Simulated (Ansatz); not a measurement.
A nudged elastic band was laid between two geometries of CH6AlNSi (10 atoms, charge 0, multiplicity 1).

Method: RKS CAM-B3LYP-D4/def2-SVP in Ansatz.

```yaml
movable_images: 9
climbing_image: yes
spring: 5.0 eV/Å²
optimiser: quadratic models (default)
start_path: through a guess of the saddle point
force_threshold: 0.05 eV/Å
iteration_limit: 60
end_points: relaxed
```

First end point:

```xyz
10
Properties=species:S:1:pos:R:3
C -1.628 0.263 -0.361
Si 0.003 -0.650 -0.156
N 1.164 0.051 0.996
Al 2.135 0.157 -0.488
H -2.188 -0.137 -1.220
H -2.259 0.135 0.534
H -1.471 1.339 -0.523
H -0.334 -2.088 0.091
H 1.090 0.200 1.998
H 3.572 0.679 -0.868
```

Last end point:

```xyz
10
Properties=species:S:1:pos:R:3
C -1.593 0.544 -0.472
Si -1.237 -0.519 1.073
N 0.492 -0.726 1.000
Al 1.866 -0.250 -0.069
H -2.377 0.043 -1.066
H -2.049 1.492 -0.134
H -0.751 0.784 -1.137
H 3.299 -0.740 0.379
H 0.805 -1.283 1.798
H 1.629 0.605 -1.369
```

(1) Which bonds break or form, and what moves?

(2) Give the energies along the band, and the barrier.

(3) What is the geometry of the highest image?

## Answers

(1) Bonds broken: Si2–Al4, Si2–H8. Bonds formed: Al4–H8.

(2) It converged. The highest image is number 2 of 0 to 10, 39.2 kcal/mol above the first end and 43.4 kcal/mol above the last; the last end lies 4.2 kcal/mol below the first. The profile has 3 maxima (images 2, 5, 8) with wells between them (images 4, 7): this band takes more than one step, which may be the mechanism or a detour left from its start path. Neighbouring images differ by up to 1.3 eV, so the band resolves the path poorly. A vibrational analysis at the climbing image gives one clearly imaginary mode, 743i cm⁻¹: a first-order saddle point. The orbitals stay closed-shell, which can raise the energy where a bond breaks towards radicals; this wasn't checked here.

| image | path coordinate (Å) | energy (kcal/mol) | Si2–Al4 (Å) | Si2–H8 (Å) | Al4–H8 (Å) |
| --- | --- | --- | --- | --- | --- |
| 0 | 0.00 | 0.0 | 2.30 | 1.50 | 3.39 |
| 1 | 0.77 | 10.0 | 2.25 | 1.47 | 3.06 |
| 2 | 1.54 | 39.2 | 2.47 | 1.51 | 2.45 |
| 3 | 2.80 | 13.1 | 2.85 | 2.64 | 1.62 |
| 4 | 4.06 | -2.1 | 3.23 | 3.70 | 1.57 |
| 5 | 5.31 | -1.7 | 3.20 | 3.84 | 1.58 |
| 6 | 6.57 | -1.8 | 2.97 | 3.82 | 1.58 |
| 7 | 7.83 | -2.1 | 2.89 | 3.96 | 1.58 |
| 8 | 9.10 | -1.2 | 3.16 | 4.34 | 1.58 |
| 9 | 10.37 | -3.5 | 3.28 | 4.56 | 1.58 |
| 10 | 11.64 | -4.2 | 3.32 | 4.59 | 1.58 |

(3) 
```xyz
10
Properties=species:S:1:pos:R:3
C -1.590 0.305 -0.341
Si -0.304 -0.831 0.502
N 1.145 0.030 1.160
Al 1.835 -0.020 -0.436
H -1.903 -0.150 -1.293
H -2.485 0.383 0.293
H -1.235 1.325 -0.544
H 0.272 -1.903 -0.383
H 1.228 0.217 2.149
H 3.119 0.594 -1.104
```

The run took 17 min on 2 threads of Arm Neoverse V1 (shared host), peak memory 0.23 GiB.
